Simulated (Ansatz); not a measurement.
A short molecular-dynamics run on F2GeHSe, SMILES `[F][Ge]([F])[SeH]` radical.

```yaml
crystal:
  periodic: [false, false, false]
  atoms:
    - {symbol: F, position_ang: [1.116523, 0.524589, 1.386884]}
    - {symbol: Ge, position_ang: [0.060852, -0.588800, 0.572339]}
    - {symbol: F, position_ang: [1.136070, -1.833039, 0.020893]}
    - {symbol: Se, position_ang: [-0.829836, 0.373042, -1.409566]}
    - {symbol: H, position_ang: [-1.433710, 1.450509, -0.611950]}
basis:
  gaussian: {orbitals: def2-SVP}
magnetization: {spin_polarized: true, initial_magnetization: 1}
hamiltonian: {xc: {name: BLYP}, dispersion: d3bjatm}
md: {timestep: 1 fs, n_steps: 30, ensemble: nvt_nose_hoover, temperature: 300, initial_velocities: maxwell_boltzmann, seed: 169}
```

```sh
$ ansatz run in.yaml --threads 4 --pin off --events-out ev --progress --plain --max-ram 10444MiB
```

```json
{"step": "0", "time (fs)": "0.0", "potential energy (eV)": "-127302.6590", "kinetic (eV)": "0.1163", "T (K)": "300", "conserved (eV)": "-127302.5427"}
{"step": "1", "time (fs)": "1.0", "potential energy (eV)": "-127302.6596", "kinetic (eV)": "0.1168", "T (K)": "301", "conserved (eV)": "-127302.5427"}
{"step": "2", "time (fs)": "2.0", "potential energy (eV)": "-127302.6608", "kinetic (eV)": "0.1180", "T (K)": "304", "conserved (eV)": "-127302.5428"}
{"step": "3", "time (fs)": "3.0", "potential energy (eV)": "-127302.6612", "kinetic (eV)": "0.1183", "T (K)": "305", "conserved (eV)": "-127302.5429"}
{"step": "4", "time (fs)": "4.0", "potential energy (eV)": "-127302.6597", "kinetic (eV)": "0.1168", "T (K)": "301", "conserved (eV)": "-127302.5429"}
{"step": "5", "time (fs)": "5.0", "potential energy (eV)": "-127302.6565", "kinetic (eV)": "0.1137", "T (K)": "293", "conserved (eV)": "-127302.5428"}
{"step": "6", "time (fs)": "6.0", "potential energy (eV)": "-127302.6530", "kinetic (eV)": "0.1103", "T (K)": "285", "conserved (eV)": "-127302.5427"}
{"step": "7", "time (fs)": "7.0", "potential energy (eV)": "-127302.6511", "kinetic (eV)": "0.1084", "T (K)": "280", "conserved (eV)": "-127302.5426"}
{"step": "8", "time (fs)": "8.0", "potential energy (eV)": "-127302.6517", "kinetic (eV)": "0.1090", "T (K)": "281", "conserved (eV)": "-127302.5426"}
{"step": "9", "time (fs)": "9.0", "potential energy (eV)": "-127302.6547", "kinetic (eV)": "0.1120", "T (K)": "289", "conserved (eV)": "-127302.5427"}
{"step": "10", "time (fs)": "10.0", "potential energy (eV)": "-127302.6588", "kinetic (eV)": "0.1159", "T (K)": "299", "conserved (eV)": "-127302.5428"}
{"step": "11", "time (fs)": "11.0", "potential energy (eV)": "-127302.6621", "kinetic (eV)": "0.1192", "T (K)": "307", "conserved (eV)": "-127302.5429"}
{"step": "12", "time (fs)": "12.0", "potential energy (eV)": "-127302.6637", "kinetic (eV)": "0.1209", "T (K)": "312", "conserved (eV)": "-127302.5429"}
{"step": "13", "time (fs)": "13.0", "potential energy (eV)": "-127302.6641", "kinetic (eV)": "0.1213", "T (K)": "313", "conserved (eV)": "-127302.5428"}
{"step": "14", "time (fs)": "14.0", "potential energy (eV)": "-127302.6647", "kinetic (eV)": "0.1221", "T (K)": "315", "conserved (eV)": "-127302.5427"}
{"step": "15", "time (fs)": "15.0", "potential energy (eV)": "-127302.6671", "kinetic (eV)": "0.1244", "T (K)": "321", "conserved (eV)": "-127302.5427"}
{"step": "16", "time (fs)": "16.0", "potential energy (eV)": "-127302.6710", "kinetic (eV)": "0.1282", "T (K)": "331", "conserved (eV)": "-127302.5428"}
{"step": "17", "time (fs)": "17.0", "potential energy (eV)": "-127302.6748", "kinetic (eV)": "0.1320", "T (K)": "340", "conserved (eV)": "-127302.5429"}
{"step": "18", "time (fs)": "18.0", "potential energy (eV)": "-127302.6768", "kinetic (eV)": "0.1338", "T (K)": "345", "conserved (eV)": "-127302.5430"}
{"step": "19", "time (fs)": "19.0", "potential energy (eV)": "-127302.6760", "kinetic (eV)": "0.1331", "T (K)": "343", "conserved (eV)": "-127302.5429"}
{"step": "20", "time (fs)": "20.0", "potential energy (eV)": "-127302.6734", "kinetic (eV)": "0.1306", "T (K)": "337", "conserved (eV)": "-127302.5428"}
{"step": "21", "time (fs)": "21.0", "potential energy (eV)": "-127302.6707", "kinetic (eV)": "0.1279", "T (K)": "330", "conserved (eV)": "-127302.5427"}
{"step": "22", "time (fs)": "22.0", "potential energy (eV)": "-127302.6691", "kinetic (eV)": "0.1263", "T (K)": "326", "conserved (eV)": "-127302.5427"}
{"step": "23", "time (fs)": "23.0", "potential energy (eV)": "-127302.6690", "kinetic (eV)": "0.1262", "T (K)": "325", "conserved (eV)": "-127302.5427"}
{"step": "24", "time (fs)": "24.0", "potential energy (eV)": "-127302.6696", "kinetic (eV)": "0.1267", "T (K)": "327", "conserved (eV)": "-127302.5428"}
{"step": "25", "time (fs)": "25.0", "potential energy (eV)": "-127302.6694", "kinetic (eV)": "0.1264", "T (K)": "326", "conserved (eV)": "-127302.5429"}
{"step": "26", "time (fs)": "26.0", "potential energy (eV)": "-127302.6673", "kinetic (eV)": "0.1243", "T (K)": "321", "conserved (eV)": "-127302.5429"}
{"step": "27", "time (fs)": "27.0", "potential energy (eV)": "-127302.6635", "kinetic (eV)": "0.1205", "T (K)": "311", "conserved (eV)": "-127302.5428"}
{"step": "28", "time (fs)": "28.0", "potential energy (eV)": "-127302.6594", "kinetic (eV)": "0.1165", "T (K)": "300", "conserved (eV)": "-127302.5427"}
{"step": "29", "time (fs)": "29.0", "potential energy (eV)": "-127302.6567", "kinetic (eV)": "0.1138", "T (K)": "294", "conserved (eV)": "-127302.5426"}
{"step": "30", "time (fs)": "30.0", "potential energy (eV)": "-127302.6559", "kinetic (eV)": "0.1130", "T (K)": "291", "conserved (eV)": "-127302.5427"}
```

Velocities are drawn at the set temperature; a run this short doesn't reach equilibrium.

Frames (Å, forces in eV/Å):

```xyz
5
time=0.0 fs
F     1.117    0.525    1.387    0.634    0.672    0.501
Ge    0.061   -0.589    0.572   -0.976   -0.248    0.476
F     1.136   -1.833    0.021    0.638   -0.740   -0.334
Se   -0.830    0.373   -1.410   -0.120   -0.009   -0.861
H    -1.434    1.451   -0.612   -0.176    0.325    0.218
5
time=1.0 fs
F     1.115    0.521    1.388    0.737    0.771    0.574
Ge    0.062   -0.587    0.575   -1.022   -0.418    0.351
F     1.136   -1.835    0.017    0.561   -0.641   -0.296
Se   -0.830    0.373   -1.411   -0.117   -0.004   -0.849
H    -1.454    1.454   -0.630   -0.158    0.293    0.220
5
time=2.0 fs
F     1.113    0.518    1.388    0.830    0.858    0.639
Ge    0.063   -0.586    0.577   -1.052   -0.586    0.230
F     1.137   -1.838    0.012    0.476   -0.534   -0.254
Se   -0.830    0.373   -1.412   -0.155    0.068   -0.790
H    -1.475    1.460   -0.647   -0.099    0.194    0.175
5
time=3.0 fs
F     1.112    0.516    1.390    0.910    0.932    0.694
Ge    0.063   -0.584    0.580   -1.063   -0.747    0.115
F     1.138   -1.841    0.008    0.387   -0.422   -0.209
Se   -0.831    0.373   -1.413   -0.222    0.184   -0.702
H    -1.498    1.467   -0.662   -0.012    0.052    0.102
5
time=4.0 fs
F     1.112    0.514    1.391    0.974    0.989    0.738
Ge    0.064   -0.583    0.582   -1.056   -0.895    0.008
F     1.139   -1.844    0.003    0.295   -0.306   -0.161
Se   -0.831    0.372   -1.414   -0.301    0.314   -0.607
H    -1.520    1.476   -0.675    0.088   -0.102    0.022
5
time=5.0 fs
F     1.112    0.512    1.393    1.020    1.028    0.768
Ge    0.064   -0.581    0.585   -1.030   -1.028   -0.088
F     1.140   -1.847   -0.002    0.203   -0.188   -0.111
Se   -0.831    0.372   -1.416   -0.374    0.429   -0.524
H    -1.542    1.483   -0.689    0.181   -0.240   -0.044
5
time=6.0 fs
F     1.112    0.511    1.396    1.046    1.047    0.783
Ge    0.064   -0.580    0.587   -0.983   -1.141   -0.172
F     1.142   -1.850   -0.007    0.111   -0.072   -0.060
Se   -0.832    0.372   -1.417   -0.427    0.506   -0.466
H    -1.562    1.488   -0.703    0.253   -0.339   -0.084
5
time=7.0 fs
F     1.113    0.510    1.398    1.052    1.045    0.782
Ge    0.064   -0.579    0.589   -0.918   -1.232   -0.243
F     1.143   -1.854   -0.011    0.021    0.041   -0.009
Se   -0.832    0.372   -1.419   -0.448    0.534   -0.438
H    -1.580    1.490   -0.718    0.293   -0.388   -0.093
5
time=8.0 fs
F     1.115    0.510    1.402    1.037    1.023    0.766
Ge    0.064   -0.579    0.592   -0.834   -1.299   -0.299
F     1.145   -1.857   -0.016   -0.066    0.150    0.042
Se   -0.833    0.372   -1.421   -0.432    0.506   -0.441
H    -1.595    1.488   -0.733    0.295   -0.380   -0.068
5
time=9.0 fs
F     1.117    0.511    1.405    1.001    0.980    0.735
Ge    0.064   -0.578    0.594   -0.733   -1.341   -0.340
F     1.146   -1.860   -0.021   -0.148    0.253    0.092
Se   -0.833    0.372   -1.422   -0.378    0.424   -0.475
H    -1.607    1.482   -0.750    0.259   -0.316   -0.012
5
time=10.0 fs
F     1.119    0.512    1.409    0.946    0.918    0.690
Ge    0.064   -0.577    0.597   -0.618   -1.359   -0.367
F     1.147   -1.863   -0.026   -0.225    0.350    0.140
Se   -0.834    0.373   -1.424   -0.289    0.296   -0.531
H    -1.616    1.473   -0.766    0.186   -0.205    0.069
5
time=11.0 fs
F     1.123    0.513    1.413    0.874    0.840    0.631
Ge    0.063   -0.577    0.599   -0.491   -1.354   -0.381
F     1.149   -1.866   -0.031   -0.296    0.439    0.186
Se   -0.834    0.373   -1.426   -0.174    0.137   -0.602
H    -1.624    1.463   -0.782    0.087   -0.062    0.165
5
time=12.0 fs
F     1.126    0.515    1.418    0.787    0.747    0.563
Ge    0.063   -0.577    0.601   -0.354   -1.326   -0.382
F     1.150   -1.869   -0.035   -0.361    0.519    0.229
Se   -0.835    0.373   -1.428   -0.051   -0.028   -0.672
H    -1.631    1.452   -0.796   -0.021    0.088    0.262
5
time=13.0 fs
F     1.130    0.518    1.423    0.688    0.642    0.485
Ge    0.063   -0.577    0.603   -0.212   -1.280   -0.372
F     1.150   -1.871   -0.040   -0.418    0.591    0.269
Se   -0.836    0.373   -1.430    0.058   -0.168   -0.723
H    -1.638    1.441   -0.808   -0.116    0.215    0.342
5
time=14.0 fs
F     1.134    0.520    1.428    0.580    0.529    0.401
Ge    0.062   -0.577    0.605   -0.067   -1.216   -0.353
F     1.151   -1.873   -0.044   -0.468    0.653    0.305
Se   -0.836    0.374   -1.432    0.129   -0.254   -0.740
H    -1.646    1.433   -0.816   -0.174    0.288    0.387
5
time=15.0 fs
F     1.139    0.523    1.433    0.465    0.410    0.313
Ge    0.062   -0.578    0.607    0.078   -1.139   -0.326
F     1.152   -1.875   -0.048   -0.510    0.706    0.338
Se   -0.837    0.374   -1.434    0.144   -0.266   -0.712
H    -1.656    1.427   -0.821   -0.178    0.289    0.388
5
time=16.0 fs
F     1.144    0.526    1.439    0.348    0.289    0.222
Ge    0.061   -0.578    0.610    0.219   -1.050   -0.294
F     1.152   -1.877   -0.052   -0.544    0.749    0.366
Se   -0.837    0.374   -1.436    0.103   -0.206   -0.640
H    -1.668    1.425   -0.822   -0.125    0.219    0.345
5
time=17.0 fs
F     1.149    0.530    1.444    0.229    0.167    0.132
Ge    0.061   -0.579    0.612    0.355   -0.953   -0.259
F     1.152   -1.878   -0.056   -0.571    0.783    0.391
Se   -0.838    0.374   -1.438    0.017   -0.094   -0.533
H    -1.680    1.424   -0.820   -0.030    0.097    0.269
5
time=18.0 fs
F     1.154    0.533    1.450    0.112    0.047    0.042
Ge    0.060   -0.580    0.613    0.482   -0.849   -0.221
F     1.151   -1.878   -0.060   -0.590    0.808    0.412
Se   -0.839    0.374   -1.441   -0.090    0.041   -0.410
H    -1.693    1.424   -0.815    0.085   -0.046    0.177
5
time=19.0 fs
F     1.159    0.536    1.456   -0.002   -0.070   -0.044
Ge    0.060   -0.581    0.615    0.600   -0.742   -0.184
F     1.151   -1.879   -0.063   -0.601    0.823    0.429
Se   -0.839    0.374   -1.443   -0.193    0.167   -0.286
H    -1.706    1.424   -0.808    0.196   -0.179    0.086
5
time=20.0 fs
F     1.164    0.540    1.461   -0.110   -0.181   -0.126
Ge    0.060   -0.582    0.617    0.706   -0.632   -0.149
F     1.150   -1.879   -0.066   -0.605    0.830    0.442
Se   -0.840    0.374   -1.445   -0.274    0.263   -0.177
H    -1.716    1.422   -0.801    0.283   -0.280    0.010
5
time=21.0 fs
F     1.169    0.543    1.467   -0.212   -0.285   -0.203
Ge    0.060   -0.583    0.619    0.800   -0.521   -0.115
F     1.148   -1.878   -0.069   -0.602    0.828    0.452
Se   -0.840    0.375   -1.448   -0.318    0.313   -0.092
H    -1.724    1.417   -0.793    0.333   -0.336   -0.042
5
time=22.0 fs
F     1.174    0.546    1.472   -0.307   -0.382   -0.275
Ge    0.059   -0.584    0.621    0.881   -0.409   -0.085
F     1.147   -1.877   -0.072   -0.592    0.818    0.458
Se   -0.841    0.375   -1.450   -0.320    0.313   -0.035
H    -1.728    1.410   -0.786    0.339   -0.339   -0.063
5
time=23.0 fs
F     1.179    0.549    1.478   -0.394   -0.471   -0.341
Ge    0.060   -0.585    0.623    0.947   -0.299   -0.057
F     1.145   -1.876   -0.075   -0.575    0.799    0.461
Se   -0.842    0.375   -1.453   -0.279    0.261   -0.009
H    -1.729    1.399   -0.779    0.300   -0.290   -0.053
5
time=24.0 fs
F     1.183    0.551    1.483   -0.473   -0.551   -0.401
Ge    0.060   -0.587    0.625    0.999   -0.190   -0.032
F     1.142   -1.874   -0.077   -0.551    0.772    0.459
Se   -0.843    0.375   -1.455   -0.197    0.166   -0.013
H    -1.728    1.385   -0.773    0.221   -0.196   -0.013
5
time=25.0 fs
F     1.188    0.554    1.488   -0.543   -0.624   -0.454
Ge    0.060   -0.588    0.627    1.037   -0.082   -0.010
F     1.140   -1.872   -0.079   -0.519    0.736    0.454
Se   -0.843    0.376   -1.458   -0.086    0.038   -0.041
H    -1.724    1.369   -0.768    0.111   -0.069    0.051
5
time=26.0 fs
F     1.192    0.556    1.493   -0.604   -0.687   -0.501
Ge    0.060   -0.589    0.629    1.059    0.025    0.010
F     1.137   -1.869   -0.081   -0.480    0.693    0.444
Se   -0.844    0.376   -1.460    0.038   -0.101   -0.081
H    -1.719    1.353   -0.761   -0.013    0.071    0.128
5
time=27.0 fs
F     1.196    0.557    1.497   -0.656   -0.742   -0.541
Ge    0.061   -0.591    0.630    1.065    0.130    0.029
F     1.134   -1.866   -0.083   -0.433    0.640    0.430
Se   -0.845    0.376   -1.463    0.151   -0.226   -0.116
H    -1.715    1.337   -0.754   -0.128    0.197    0.198
5
time=28.0 fs
F     1.199    0.559    1.501   -0.699   -0.788   -0.575
Ge    0.062   -0.592    0.632    1.057    0.234    0.047
F     1.131   -1.863   -0.084   -0.379    0.580    0.411
Se   -0.846    0.377   -1.465    0.229   -0.309   -0.126
H    -1.711    1.323   -0.744   -0.207    0.284    0.243
5
time=29.0 fs
F     1.202    0.560    1.505   -0.734   -0.826   -0.603
Ge    0.063   -0.593    0.634    1.033    0.337    0.066
F     1.128   -1.859   -0.085   -0.318    0.512    0.387
Se   -0.847    0.377   -1.468    0.252   -0.333   -0.093
H    -1.710    1.312   -0.732   -0.233    0.310    0.243
5
time=30.0 fs
F     1.205    0.560    1.509   -0.759   -0.856   -0.625
Ge    0.064   -0.594    0.636    0.994    0.439    0.084
F     1.124   -1.855   -0.086   -0.249    0.435    0.358
Se   -0.847    0.377   -1.470    0.216   -0.292   -0.011
H    -1.710    1.304   -0.718   -0.200    0.273    0.193
```

Run time 38 s (4 threads of an Arm Neoverse V1 on a shared host); peak host memory 0.37 GiB.
